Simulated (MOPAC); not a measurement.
A run for MOPAC: AM1 on MgN-, 2S+1 = 3, a spin state set in the input, which need not be the lowest, a point of a bond scan (R = 1.923 Å). Charge -1.

```
AM1 1SCF PRECISE CHARGE=-1 UHF MS=1 THREADS=1
MgN

N      0.00000000 1     0.00000000 1     0.00000000 1
Mg     0.00000000 1     0.00000000 1     1.92305400 1
```

Output:

```
*******************************************************************************
 **                                                                           **
 **                              MOPAC v23.2.5                                **
 **                                                                           **
 *******************************************************************************
 ** MOPAC's Digital Object Identifier: https://doi.org/10.5281/zenodo.6511958 **
 **                                                                           **
 ** Please cite the open-source release paper for use of this MOPAC version:  **
 ** J. E. Moussa and J. J. P. Stewart (2026)                                  **
 ** MOPAC: An open-source semiempirical molecular orbital program             **
 ** J. Open Source Softw., 11(119), 8025, https://doi.org/10.21105/joss.08025 **
 *******************************************************************************

                              AM1 CALCULATION RESULTS

 *******************************************************************************
 *  AM1        - The AM1 Hamiltonian to be used
 *  UHF        - UNRESTRICTED HARTREE-FOCK CALCULATION
 *
 *
 *
 *                 CHARGE ON SYSTEM = -1
 *
 *
 *
 *  MS=        - IN MECI, MAGNETIC COMPONENT OF SPIN =  1.0
 *  PRECISE    - TIGHTER CRITERIA TO BE USED
 *  1SCF       - DO 1 SCF AND THEN STOP
 *  THREADS=1  - MULTI-THREADING NOT USED
 *  T=         - A TIME OF 172800.0 SECONDS REQUESTED
 *  DUMP=N     - RESTART FILE WRITTEN EVERY 7200.0 SECONDS REQUESTED
 *******************************************************************************
AM1 1SCF PRECISE CHARGE=-1 UHF MS=1 THREADS=1
 MgN

   ATOM   CHEMICAL          X               Y               Z
  NUMBER   SYMBOL      (ANGSTROMS)     (ANGSTROMS)     (ANGSTROMS)

     1       N          0.00000000  *   0.00000000  *   0.00000000  *
     2      Mg          0.00000000  *   0.00000000  *   1.92305400  *



          CARTESIAN COORDINATES

    NO.       ATOM           X           Y           Z

     1         N          0.0000      0.0000      0.0000
     2        Mg          0.0000      0.0000      1.9231

  N: (AM1): M.J.S. DEWAR ET AL, J. AM. CHEM. SOC. 107 3902-3909 (1985)
 Mg: (AM1): J. J. P. STEWART, J. MOL. MOD., 10, 155-164 (2004)

           Empirical Formula: N Mg  =     2 atoms



      MOLECULAR POINT GROUP   :   C*v


          UHF CALCULATION, NO. OF ALPHA ELECTRONS =    5
                           NO. OF BETA  ELECTRONS =    3

 -------------------------------------------------------------------------------
 AM1 1SCF PRECISE CHARGE=-1 UHF MS=1 THREADS=1
 MgN



     1SCF WAS SPECIFIED, SO BFGS WAS NOT USED
     SCF FIELD WAS ACHIEVED


                              AM1 CALCULATION
                                                       MOPAC v23.2.5 Linux




          FINAL HEAT OF FORMATION =        108.02545 KCAL/MOL =     451.97849 KJ/MOL


          COSMO AREA              =         69.60 SQUARE ANGSTROMS
          COSMO VOLUME            =         51.33 CUBIC ANGSTROMS

          IONIZATION POTENTIAL    =          1.617306 EV
          ALPHA SOMO LUMO (EV)    =         -1.634  8.816
          BETA  SOMO LUMO (EV)    =         -1.617  6.763
          NO. OF ALPHA ELECTRONS  =          5
          NO. OF BETA  ELECTRONS  =          3
          MOLECULAR WEIGHT        =         38.3117         POINT GROUP:  C*v

          MOLECULAR DIMENSIONS (Angstroms)

            Atom       Atom       Distance
           Mg     2    N     1     1.92305
           Mg     2    N     1     0.00000
            N     1   Mg     2     0.00000


          SCF CALCULATIONS        =          1





   ATOM   CHEMICAL          X               Y               Z
  NUMBER   SYMBOL      (ANGSTROMS)     (ANGSTROMS)     (ANGSTROMS)

     1       N          0.00000000  *   0.00000000  *   0.00000000  *
     2      Mg          0.00000000  *   0.00000000  *   1.92305400  *

                             CARTESIAN COORDINATES

   1    N        0.000000000     0.000000000     0.000000000
   2   Mg        0.000000000     0.000000000     1.923054000


           Empirical Formula: N Mg  =     2 atoms



      MOLECULAR POINT GROUP   :   C*v


          ALPHA EIGENVALUES
 -21.77350  -5.63351  -5.05796  -3.75134  -1.63381   8.81577   8.82022  10.37096


           BETA EIGENVALUES
 -16.12385  -2.19892  -1.61731   6.76285   7.18163   8.76970  10.18214  11.89954


              NET ATOMIC CHARGES AND DIPOLE CONTRIBUTIONS

  ATOM NO.   TYPE          CHARGE      No. of ELECS.   s-Pop       p-Pop
    1          N          -0.616385        5.6164     1.85388     3.76251
    2         Mg          -0.383615        2.3836     1.88707     0.49655
 DIPOLE           X         Y         Z       TOTAL
 POINT-CHG.     0.000     0.000     2.316     2.316
 HYBRID         0.000     0.000    -3.636     3.636
 SUM            0.000     0.000    -1.320     1.320


          ATOMIC ORBITAL ELECTRON POPULATIONS

     Atom    s        px        py        pz
    1  N   1.85388   1.88021   0.96847   0.91383
    2 Mg   1.88707   0.11979   0.03153   0.34522


                    (SZ)    =    1.000000
                    (S**2)  =    2.008855


          ATOMIC ORBITAL SPIN POPULATIONS

    Atom   Total    s     px     py     pz
         Atomic
    1  N  1.9243  0.042  0.031  0.968  0.883
    2 Mg  0.0757 -0.025 -0.031  0.032  0.100

 **********************
 *                    *
 * JOB ENDED NORMALLY *
 *                    *
 **********************




 == MOPAC DONE ==
```

The run finished.

Cost: about 0.020 core-seconds (a rough figure).
